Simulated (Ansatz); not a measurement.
System: CH2Cl3Si (charge 0, doublet). It need not be the lowest isomer of its formula. 
Coordinates optimised at B3LYP-D3(BJ)/def2-TZVP (Ansatz, an electronic-structure program):
```
Si
C 1 1.8172
H 2 1.0829 1 121.77
H 2 1.0830 3 116.48 1 177.77
Cl 1 2.0466 2 110.18 3 -29.10
Cl 1 2.0469 2 110.21 3 -149.87
Cl 1 2.0514 2 111.06 3 90.56
```
Charge 0, spin multiplicity 2.

Quantity: atomisation energy (electronic, to ground-state atoms), in kcal/mol. Cores are frozen in the correlated levels unless marked. UHF or UKS for open shells. Spin-orbit coupling is left out. No relativistic terms. The coupled-cluster limit lacks core correlation, which all-electron functionals hold. CBS(X,Y): correlation extrapolated as X^-3; Hartree-Fock from the larger set. [CCSD(T)-MP2]/basis is that difference in the basis named.

| level | program | atomisation energy (kcal/mol) |
|---|---|---|
| SVWN5/def2-TZVPD | Ansatz | ? |
| BLYP-D3(BJ)/def2-TZVPD | Ansatz + dftd3 | 559.7 |
| BHLYP/def2-TZVPD | Ansatz | 545.2 |
| B2PLYP/def2-TZVPD | Ansatz | ? |
| RPA@PBE/cc-pV(Q+d)Z | Ansatz | 522.2 |
| SCS-MP2/6-31G* | Ansatz | 508.3 |
| SCS-MP2/cc-pV(D+d)Z | Ansatz | 519.0 |
| RI-MP2/CBS(cc-pV(T+d)Z,cc-pV(Q+d)Z)+[CCSD(T)-MP2]/cc-pV(T+d)Z | Ansatz | ? |

Q: Fill in the missing entries.

A: 
- SVWN5/def2-TZVPD, atomisation energy (kcal/mol): 648.5
- B2PLYP/def2-TZVPD, atomisation energy (kcal/mol): 558.0
- RI-MP2/CBS(cc-pV(T+d)Z,cc-pV(Q+d)Z)+[CCSD(T)-MP2]/cc-pV(T+d)Z, atomisation energy (kcal/mol): 571.4
